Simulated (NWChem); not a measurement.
System: CBrClF₂; SMILES FC(F)(Cl)Br

Input file for NWChem:

```
start job
memory heap 200 mb stack 900 mb global 1100 mb
geometry units angstroms noautoz
  F     -1.159892     0.749722    -1.082262
  C     -0.410259     0.546464     0.000000
  F     -1.159892     0.749722     1.082262
  Cl     0.949194     1.700723     0.000000
  Br     0.210008    -1.318180     0.000000
end
basis spherical
  * library def2-svp
end
dft
  xc b3lyp
  iterations 150
  mulliken
end
task dft energy
```

Geometry: optimised at B3LYP/6-31G* (spherical d).

Problem. Predict the main results of this run. (B3LYP/def2-SVP.) Quantities: energy (Ha); highest occupied level (eV); orbital gap (eV); dipole (D).

Solution. 
```
Property                        Value
---------------------------  --------
energy (Ha)                  -3271.53
highest occupied level (eV)     -8.41
orbital gap (eV)                 6.93
dipole (D)                       0.37
```
